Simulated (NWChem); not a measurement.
# C2H2BF3; SMILES C=C(F)B(F)F

```xyz
8

C     -1.2457     1.4447     0.0000
C     -0.0878     0.7798     0.0000
F      1.0839     1.4643     0.0000
B      0.0451    -0.7700     0.0000
F      1.2259    -1.3624     0.0000
F     -1.0428    -1.5289     0.0000
H     -2.1804     0.8957     0.0000
H     -1.2840     2.5298     0.0000
```
Atoms are numbered in this order, from 1.

Level: B3LYP/6-31G* (spherical d) (NWChem), optimised geometry, unscaled harmonic frequencies. B3LYP is NWChem's, with the RPA form of VWN correlation.

| frequency (cm⁻¹) | IR intensity (km/mol) |
|---|---|
| 73 | 0.8 |
| 176 | 1.3 |
| 339 | 4.6 |
| 343 | 0.8 |
| 439 | 1.3 |
| 520 | 19.1 |
| 693 | 41.3 |
| 728 | 4.2 |
| 767 | 1.5 |
| 939 | 49.7 |
| 970 | 31.6 |
| 1190 | 177.3 |
| 1398 | 110.1 |
| 1444 | 95.9 |
| 1445 | 368.0 |
| 1711 | 32.8 |
| 3192 | 0.6 |
| 3284 | 1.1 |

The zero-point energy is 28.1 kcal/mol, the thermal correction to the enthalpy at 298.15 K (with zero-point energy) is 32.4 kcal/mol and the heat capacity Cv is 19.3 cal/(mol K). The entropy at 298.15 K and 1 atm (symmetry number 1) comes out as 77.7 cal/(mol K) and the dipole moment comes out as 1.64 D.

Rigid rotor and harmonic oscillator; modes under 100 cm⁻¹ make the entropy uncertain.
